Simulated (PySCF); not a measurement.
Relaxation of quintet [CoH2]+

These are results of PySCF, UPBE0, basis Co def2-TZVP, H def2-TZVP (no relativity, density fitting), not measurements. A (50,194) grid was used.

A hand-made side-on start, of C2v symmetry, held to at least that symmetry:

```xyz
3
charge 1 multiplicity 5, angstrom
Co    0.0000    0.0000   -0.0462
H     0.4200    0.0000    1.3506
H    -0.4200    0.0000    1.3506
```

Task: What forces act on the atoms at the start (eV/Å)?

Result: 
```json
{"atom": "Co1", "Fx": "0.00", "Fy": "0.00", "Fz": "-7.74"}
{"atom": "H2", "Fx": "-0.74", "Fy": "0.00", "Fz": "3.87"}
{"atom": "H3", "Fx": "0.74", "Fy": "0.00", "Fz": "3.87"}
```

Task: What does it relax to?

Result: It ends at C2v with H–H 0.761 Å. The molecule has come apart into Co + H₂. A frequency run shows a minimum.

Task: How much energy is released, and in how many steps?

Result: 184.5 kJ/mol in 8 steps.

With open d or f shells other occupations or spin states may lie lower. At this level a triplet minimum of C2v symmetry lies 103 kJ/mol below this structure.

The relaxation took of the order of 25 core-seconds on a shared host.
